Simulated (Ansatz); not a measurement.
`[SiH3]C1NCS1` + H₂O → `OC1NCS1` + SiH₄ at 600 K and 1 bar (formal hydrolysis of a C–Si bond).

Program: Ansatz. Geometries: PBE0-D4/def2-TZVP. ΔE: electronic, gas phase. CCSD(T)/CBS is the MP2 limit (def2-TZVPP, def2-QZVPP) plus CCSD(T) − MP2 in def2-TZVPP, frozen cores. This one scheme is used for every species. Each species was taken in one conformer, which may not be the lowest.

```json
{"species": "`[SiH3]C1NCS1`", "CCSD(T)/CBS energy (Eh)": "-821.81773", "H − E (kJ/mol)": "293.3", "S (J/(mol·K))": "432.7"}
{"species": "H₂O", "CCSD(T)/CBS energy (Eh)": "-76.37941", "H − E (kJ/mol)": "76.8", "S (J/(mol·K))": "212.8"}
{"species": "`OC1NCS1`", "CCSD(T)/CBS energy (Eh)": "-606.71848", "H − E (kJ/mol)": "254.8", "S (J/(mol·K))": "384.6"}
{"species": "SiH₄", "CCSD(T)/CBS energy (Eh)": "-291.46306", "H − E (kJ/mol)": "108.7", "S (J/(mol·K))": "242.3"}
```

H − E and S are ideal-gas, rigid-rotor, harmonic terms from PBE0-D4/def2-TZVP, for one conformer and one mirror image of each species. 1 Eh = 2625.50 kJ/mol, R = 8.31446 J/(mol·K).

Q: By hand: ΔE, ΔH, ΔS and ΔG.

A: ΔE = (-606.71848) + (-291.46306) − (-821.81773) − (-76.37941) = 0.01560 Eh = 41.0 kJ/mol. Δ(H − E) = 254.8 + 108.7 − 293.3 − 76.8 = -6.6, so ΔH = 34.4 kJ/mol. ΔS = 384.6 + 242.3 − 432.7 − 212.8 = -18.6 J/(mol·K). ΔG = 34.4 − 600 × (-18.6)/1000 = 45.6 kJ/mol.

Q: By hand: the equilibrium constant, and the temperature at which ΔG would vanish if ΔH and ΔS stayed fixed.

A: log₁₀ K = −ΔG/(RT ln 10) = -4.0. ΔH and −TΔS have one sign here, so there is no such temperature.

ΔH outweighs TΔS. A doubt of 5 kJ/mol in ΔE shifts log₁₀ K by 0.4 here. Other conformers and mirror images would add mixing entropy, several J/(mol·K) or more a flexible species. These are equilibria of isolated gas molecules and say nothing of rates. Largest T1 diagnostic: 0.012 (customary marks: 0.02 for closed shells, 0.045 for open ones).
